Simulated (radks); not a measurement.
Question: All-electron atom: Rh20+ in [Ar] 3d7. Method: scalar-relativistic Kohn-Sham, PBEsol, spin-polarised, spherical densities, point nucleus; open shells are filled with parallel spins first (spin-orbit coupling, left out, can overturn this in heavy ions); computed with a radial shooting solver on a logarithmic mesh with Libxc functionals. Some entries of the table are withheld. Estimate them.

orbital,occ.,eigenvalue (eV),<r^2> (bohr^2),<1/r> (bohr^-1)
1s up,1,-23686.80,0.001439,47.03
1s down,1,-23686.71,0.001439,47.03
2s up,1,-3991.620,0.02364,10.67
2s down,1,-3985.046,0.02359,10.68
2p up,3,-3647.645,0.01859,10.33
2p down,3,-3642.662,0.01854,10.35
3s up,1,-1185.536,0.1609,3.881
3s down,1,-1177.739,0.1616,3.868
3p up,3,-1072.459,(1),(2)
3p down,3,-1064.500,(3),(4)
3d up,5,-899.5174,0.1368,(5)
3d down,2,-890.1705,0.1381,(6)
4s up,0,-538.7891,0.6810,1.832
4s down,0,-536.2645,0.6854,1.824
4p up,0,-497.1595,0.7182,1.754
4p down,0,-494.6818,0.7234,1.747

Answer: 
(1) 3p up <r^2> (bohr^2): 0.1592
(2) 3p up <1/r> (bohr^-1): 3.724
(3) 3p down <r^2> (bohr^2): 0.1601
(4) 3p down <1/r> (bohr^-1): 3.710
(5) 3d up <1/r> (bohr^-1): 3.530
(6) 3d down <1/r> (bohr^-1): 3.518
